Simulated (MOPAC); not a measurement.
Job for MOPAC: AM1 on AlP+, 2S+1 = 4, a spin state set in the input, which need not be the lowest, a point of a bond scan (R = 2.607 Å). Charge +1.

```
AM1 1SCF PRECISE CHARGE=1 UHF MS=1.5 THREADS=1
AlP

Al     0.00000000 1     0.00000000 1     0.00000000 1
P      0.00000000 1     0.00000000 1     2.60696400 1
```

The log:

```
*******************************************************************************
 **                                                                           **
 **                              MOPAC v23.2.5                                **
 **                                                                           **
 *******************************************************************************
 ** MOPAC's Digital Object Identifier: https://doi.org/10.5281/zenodo.6511958 **
 **                                                                           **
 ** Please cite the open-source release paper for use of this MOPAC version:  **
 ** J. E. Moussa and J. J. P. Stewart (2026)                                  **
 ** MOPAC: An open-source semiempirical molecular orbital program             **
 ** J. Open Source Softw., 11(119), 8025, https://doi.org/10.21105/joss.08025 **
 *******************************************************************************

                              AM1 CALCULATION RESULTS

 *******************************************************************************
 *  AM1        - The AM1 Hamiltonian to be used
 *  UHF        - UNRESTRICTED HARTREE-FOCK CALCULATION
 *
 *
 *
 *                 CHARGE ON SYSTEM = +1
 *
 *
 *
 *  MS=        - IN MECI, MAGNETIC COMPONENT OF SPIN =  1.5
 *  PRECISE    - TIGHTER CRITERIA TO BE USED
 *  1SCF       - DO 1 SCF AND THEN STOP
 *  THREADS=1  - MULTI-THREADING NOT USED
 *  T=         - A TIME OF 172800.0 SECONDS REQUESTED
 *  DUMP=N     - RESTART FILE WRITTEN EVERY 7200.0 SECONDS REQUESTED
 *******************************************************************************
AM1 1SCF PRECISE CHARGE=1 UHF MS=1.5 THREADS=1
 AlP

   ATOM   CHEMICAL          X               Y               Z
  NUMBER   SYMBOL      (ANGSTROMS)     (ANGSTROMS)     (ANGSTROMS)

     1      Al          0.00000000  *   0.00000000  *   0.00000000  *
     2       P          0.00000000  *   0.00000000  *   2.60696400  *



          CARTESIAN COORDINATES

    NO.       ATOM           X           Y           Z

     1        Al          0.0000      0.0000      0.0000
     2         P          0.0000      0.0000      2.6070

 Al: (AM1): M. J. S. Dewar, A. J. Holder, Organometallics, 9, 508-511 (1990).
  P: (AM1): M.J.S.DEWAR, JIE, C, THEOCHEM, 187, 1 (1989)

           Empirical Formula: Al P  =     2 atoms



      MOLECULAR POINT GROUP   :   C*v


          UHF CALCULATION, NO. OF ALPHA ELECTRONS =    5
                           NO. OF BETA  ELECTRONS =    2

 -------------------------------------------------------------------------------
 AM1 1SCF PRECISE CHARGE=1 UHF MS=1.5 THREADS=1
 AlP



     1SCF WAS SPECIFIED, SO BFGS WAS NOT USED
     SCF FIELD WAS ACHIEVED


                              AM1 CALCULATION
                                                       MOPAC v23.2.5 Linux




          FINAL HEAT OF FORMATION =        281.11530 KCAL/MOL =    1176.18642 KJ/MOL


          COSMO AREA              =        100.91 SQUARE ANGSTROMS
          COSMO VOLUME            =         87.67 CUBIC ANGSTROMS

          IONIZATION POTENTIAL    =         14.627826 EV
          ALPHA SOMO LUMO (EV)    =        -14.628 -5.839
          BETA  SOMO LUMO (EV)    =        -15.949 -7.658
          NO. OF ALPHA ELECTRONS  =          5
          NO. OF BETA  ELECTRONS  =          2
          MOLECULAR WEIGHT        =         57.9553         POINT GROUP:  C*v

          MOLECULAR DIMENSIONS (Angstroms)

            Atom       Atom       Distance
            P     2   Al     1     2.60696
            P     2   Al     1     0.00000
           Al     1    P     2     0.00000


          SCF CALCULATIONS        =          1





   ATOM   CHEMICAL          X               Y               Z
  NUMBER   SYMBOL      (ANGSTROMS)     (ANGSTROMS)     (ANGSTROMS)

     1      Al          0.00000000  *   0.00000000  *   0.00000000  *
     2       P          0.00000000  *   0.00000000  *   2.60696400  *

                             CARTESIAN COORDINATES

   1   Al        0.000000000     0.000000000     0.000000000
   2    P        0.000000000     0.000000000     2.606964000


           Empirical Formula: Al P  =     2 atoms



      MOLECULAR POINT GROUP   :   C*v


          ALPHA EIGENVALUES
 -22.33796 -16.86517 -15.02451 -15.02451 -14.62783  -5.83929  -5.83929  -5.47695


           BETA EIGENVALUES
 -20.21247 -15.94942  -7.65791  -6.78901  -6.78901  -5.61567  -5.61567  -4.81398


              NET ATOMIC CHARGES AND DIPOLE CONTRIBUTIONS

  ATOM NO.   TYPE          CHARGE      No. of ELECS.   s-Pop       p-Pop
    1         Al           0.915643        2.0844     1.93207     0.15228
    2          P           0.084357        4.9156     1.96497     2.95067
 DIPOLE           X         Y         Z       TOTAL
 POINT-CHG.     0.000     0.000    -5.636     5.636
 HYBRID        -0.000    -0.000     0.074     0.074
 SUM           -0.000    -0.000    -5.562     5.562


          ATOMIC ORBITAL ELECTRON POPULATIONS

     Atom    s        px        py        pz
    1 Al   1.93207   0.00868   0.00868   0.13493
    2  P   1.96497   0.99132   0.99132   0.96803


                    (SZ)    =    1.500000
                    (S**2)  =    3.762244


          ATOMIC ORBITAL SPIN POPULATIONS

    Atom   Total    s     px     py     pz
         Atomic
    1 Al  0.1503  0.054  0.009  0.009  0.079
    2  P  2.8497  0.011  0.991  0.991  0.856

 **********************
 *                    *
 * JOB ENDED NORMALLY *
 *                    *
 **********************




 == MOPAC DONE ==
```

The run finished.

Cost: around 0.020 core-seconds (rough).
